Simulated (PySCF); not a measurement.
## `C#CP(C)n1cccc1`: 4 charge schemes on one density

C7H8NP.
Geometry (GFN2-xTB, Å), atoms numbered from 1 in this order:
```xyz
17
C7H8NP angstrom
C     -2.411    2.161   -0.235
C     -1.842    1.149   -0.548
P     -1.052   -0.304   -1.187
C     -1.790   -1.500    0.031
N      0.489   -0.073   -0.438
C      0.769    0.442    0.801
C      2.118    0.424    0.987
C      2.697   -0.124   -0.181
C      1.675   -0.414   -1.033
H     -2.895    3.039    0.082
H     -1.632   -1.165    1.055
H     -2.858   -1.587   -0.162
H     -1.330   -2.478   -0.105
H     -0.016    0.796    1.441
H      2.644    0.764    1.858
H      3.743   -0.279   -0.359
H      1.685   -0.839   -2.018
```

Density: PBE0/pcSseg-1 (PySCF); schemes: Mulliken, IAO, Hirshfeld and ESP-fitted. One conformer (not necessarily the lowest) at the GFN2-xTB geometry, without solvent, vibrations or thermal averaging.

Task: For which atoms does the sign change between the 4 schemes (beyond +0.03 e in one, beyond −0.03 e in another)?

Result: C2, P3, N5, C6 and C9. Atomic charges aren't observables, and each scheme defines them in its own way.

Task: Which atoms carry the highest charge in the Mulliken, IAO, Hirshfeld and ESP-fitted schemes?

Result: The schemes don't all agree: Mulliken P3 (+0.741); IAO P3 (+0.716); Hirshfeld P3 (+0.262); ESP-fitted H10 (+0.342).

Task: Tabulate the Mulliken, IAO, Hirshfeld and ESP-fitted charges.

Result: In e:

```tsv
atom	environment	Mulliken	IAO	Hirshfeld	ESP-fitted
C1	terminal alkyne carbon	-0.320	-0.196	-0.082	-0.520
C2	alkyne carbon	-0.111	-0.284	-0.111	+0.206
P3	three-coordinate phosphorus	+0.741	+0.716	+0.262	-0.160
C4	sp3 carbon bound to phosphorus	-0.463	-0.612	-0.164	-0.108
N5	pyrrole-type nitrogen	-0.723	-0.279	-0.064	+0.292
C6	aromatic CH next to a ring nitrogen	+0.167	-0.118	-0.039	-0.322
C7	aromatic CH carbon	-0.163	-0.213	-0.094	-0.203
C8	aromatic CH carbon	-0.172	-0.222	-0.098	-0.273
C9	aromatic CH next to a ring nitrogen	+0.163	-0.115	-0.041	-0.206
H10	alkyne hydrogen	+0.059	+0.206	+0.100	+0.342
H11	methyl hydrogen	+0.153	+0.158	+0.044	+0.026
H12	methyl hydrogen	+0.151	+0.163	+0.048	+0.092
H13	methyl hydrogen	+0.152	+0.163	+0.048	+0.092
H14	aromatic hydrogen	+0.111	+0.159	+0.045	+0.207
H15	aromatic hydrogen	+0.078	+0.157	+0.049	+0.181
H16	aromatic hydrogen	+0.079	+0.157	+0.049	+0.190
H17	aromatic hydrogen	+0.098	+0.159	+0.048	+0.164
```

Mean size of the charges over all atoms: IAO 0.240 e, Mulliken 0.230 e, ESP-fitted 0.211 e, Hirshfeld 0.082 e. Each set sums to the total charge, 0, to within 0.001 e. The Hirshfeld scheme weights the molecular density at each point by an atom's share of the summed free-atom densities. The IAO scheme counts the electrons in orthogonalised intrinsic atomic orbitals, a minimal basis polarised so that it spans the occupied orbitals exactly.

Task: How many electrons does the Hirshfeld scheme count on N5?

Result: Z − q = 7 − (-0.064) = 7.064.

Task: Sum the charges by element, for elements with more than one atom.

Result: 
```tsv
element	atoms	Mulliken	IAO	Hirshfeld	ESP-fitted
C	7	-0.898	-1.760	-0.630	-1.425
H	8	+0.880	+1.323	+0.432	+1.293
```

Task: How closely do the schemes follow one another over all atoms?

Result: Correlation coefficient and root-mean-square difference: IAO with Hirshfeld 0.98, 0.193 e; Mulliken with IAO 0.85, 0.166 e; Mulliken with Hirshfeld 0.81, 0.236 e; Hirshfeld with ESP-fitted 0.31, 0.229 e; IAO with ESP-fitted 0.26, 0.325 e; Mulliken with ESP-fitted -0.02, 0.394 e.
